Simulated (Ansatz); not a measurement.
Input and output for SnFH3 (SnH₃F).

```yaml
crystal:
  periodic: [false, false, false]
  atoms:
    - {symbol: Sn, position_ang: [-0.000762, 0.001337, -0.129932]}
    - {symbol: F, position_ang: [0.010457, -0.018654, 1.811129]}
    - {symbol: H, position_ang: [1.646767, 0.010634, -0.569858]}
    - {symbol: H, position_ang: [-0.832361, 1.432248, -0.540918]}
    - {symbol: H, position_ang: [-0.824101, -1.425566, -0.570421]}
basis:
  gaussian: {orbitals: def2-TZVP}
hamiltonian: {xc: {name: revPBE}, pseudopotentials: {relativity: scalar}}
scf: {omitted_lower_state_checks: [starts]}
```

```sh
$ ansatz run in.yaml --threads 4 --pin off --events-out ev --progress --plain --max-ram 3916MiB
```

Shortened log:

```
Functional definition: revPBE
676 factors; their error is unknown
mean field evaluation 1: about -8598.2954 eV, gradient 4.3e1 eV
mean field evaluation 2: about -8574.5586 eV, gradient 1.3e2 eV
mean field evaluation 4: about -8601.1758 eV, gradient 5.0e0 eV
mean field evaluation 8: about -8601.2156 eV, gradient 1.4e-1 eV
mean field -8601.21560656 eV, -316.0888434276 hartree, gradient 3.2e-5 eV, S^2 0.000000; 0 other end points of the search recorded, 0 dependent functions left out
reference -8601.21566268 eV, -316.0888454903 hartree; 17, 17 occupied and 82, 82 virtual orbitals, 676 factors
Total energy: -8601.21566268 eV, -316.0888454903 hartree
Relativity: scalar
Checks for a lower state left out: starts
```

It took 0.45 s on 4 threads of Arm Neoverse V2 on a shared host.

In the def2 sets Sn takes a core potential; there is no spin–orbit coupling.
